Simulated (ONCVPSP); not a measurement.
## u(r) = r·R(r): atom against pseudo-atom (Ni (Z = 28))

Columns: radius, all-electron u(r) and pseudo u(r) of the 3p shell (level -71.26 eV) of nickel in the configuration [Ne] 3s2 3p6 3d8 4s2; LDA (Perdew-Zunger), scalar-relativistic, ONCV scheme, ONCVPSP 4.0.1.

```json
{"r (bohr)": "0.072", "all-electron": "-0.4678", "pseudo": "0.0381"}
{"r (bohr)": "0.145", "all-electron": "-0.6312", "pseudo": "0.1500"}
{"r (bohr)": "0.217", "all-electron": "-0.3410", "pseudo": "0.3202"}
{"r (bohr)": "0.290", "all-electron": "0.1195", "pseudo": "0.5313"}
{"r (bohr)": "0.362", "all-electron": "0.5487", "pseudo": "0.7484"}
{"r (bohr)": "0.435", "all-electron": "0.8786", "pseudo": "0.9463"}
{"r (bohr)": "0.507", "all-electron": "1.0866", "pseudo": "1.0946"}
{"r (bohr)": "0.580", "all-electron": "1.1931", "pseudo": "1.1834"}
{"r (bohr)": "0.652", "all-electron": "1.2196", "pseudo": "1.2103"}
{"r (bohr)": "0.725", "all-electron": "1.1913", "pseudo": "1.1863"}
{"r (bohr)": "0.798", "all-electron": "1.1274", "pseudo": "1.1255"}
{"r (bohr)": "0.870", "all-electron": "1.0443", "pseudo": "1.0438"}
{"r (bohr)": "0.942", "all-electron": "0.9519", "pseudo": "0.9516"}
{"r (bohr)": "1.015", "all-electron": "0.8557", "pseudo": "0.8555"}
{"r (bohr)": "1.088", "all-electron": "0.7618", "pseudo": "0.7617"}
{"r (bohr)": "1.160", "all-electron": "0.6743", "pseudo": "0.6741"}
{"r (bohr)": "1.232", "all-electron": "0.5933", "pseudo": "0.5931"}
{"r (bohr)": "1.305", "all-electron": "0.5185", "pseudo": "0.5184"}
{"r (bohr)": "1.378", "all-electron": "0.4513", "pseudo": "0.4512"}
{"r (bohr)": "1.450", "all-electron": "0.3924", "pseudo": "0.3923"}
{"r (bohr)": "1.522", "all-electron": "0.3401", "pseudo": "0.3401"}
{"r (bohr)": "1.595", "all-electron": "0.2936", "pseudo": "0.2936"}
{"r (bohr)": "1.668", "all-electron": "0.2529", "pseudo": "0.2529"}
{"r (bohr)": "1.740", "all-electron": "0.2180", "pseudo": "0.2179"}
{"r (bohr)": "1.812", "all-electron": "0.1876", "pseudo": "0.1875"}
{"r (bohr)": "1.885", "all-electron": "0.1609", "pseudo": "0.1608"}
```

Q: How many radial nodes do the two functions have?

A: The all-electron 3p function has n − l − 1 = 1; the pseudo-wave has 0, since the states of the same l below it are removed with the core.

Q: At about which radius was the pseudo-wave matched?

A: 1.00 bohr. The columns agree to 0.0005 from 0.87 bohr on; several derivatives are matched, so the curves merge somewhat inside the radius.

Q: Is the pseudo-wave norm-conserving?

A: Yes: the ONCV scheme keeps the norm inside the radius equal to the all-electron one, which fixes the energy derivative of the logarithmic derivative at the level.
